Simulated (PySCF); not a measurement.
A structure optimised at PBE-D3(BJ)/def2-SVP, used in a PySCF frequency run:

```
N
C 1 1.2900
C 1 1.4577 2 119.58
H 3 1.1173 1 110.10 2 -57.57
H 3 1.1173 4 104.86 1 -118.41
C 2 1.5171 1 124.78 3 0.00
H 6 1.1070 2 112.60 1 180.00
H 6 1.1118 7 108.11 2 122.58
H 6 1.1118 7 108.11 8 114.84
C 3 1.5249 4 110.24 5 -118.64
H 10 1.1083 3 110.50 4 178.25
H 10 1.1083 11 107.45 3 -120.62
H 10 1.1086 11 108.48 12 -117.09
Si 2 1.9072 1 116.02 3 180.00
H 14 1.4987 2 110.74 1 0.00
H 14 1.5092 15 110.05 2 121.29
H 14 1.5092 15 110.05 16 117.43
```

### Question
Write its SMILES, formula and point group.

### Answer
CC/N=C(\C)[SiH3], C₄H₁₁NSi, Cs

### Question
What are its rotational constants (standard atomic weights)?

### Answer
5.2240, 1.3885, 1.1352 GHz
